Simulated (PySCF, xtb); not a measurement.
CH₇ClN₂Si, SMILES NC[Si@@H](N)Cl.

GFN2-xTB (xtb) at its own geometry gives an orbital gap of 5.00 eV and a dipole moment of 3.40 D.

Coordinates come from a PBE0-D3(BJ)/def2-SVP optimisation. The structure was generated by enumeration; whether it is a known compound was not checked. Other conformers were not sampled.

What does PBE/def2-TZVP run with PySCF give? (An estimate is asked for; the answer gives what the named calculation found.)

gap 5.02 eV (levels -5.29 and -0.27 eV), dipole 2.08 D.
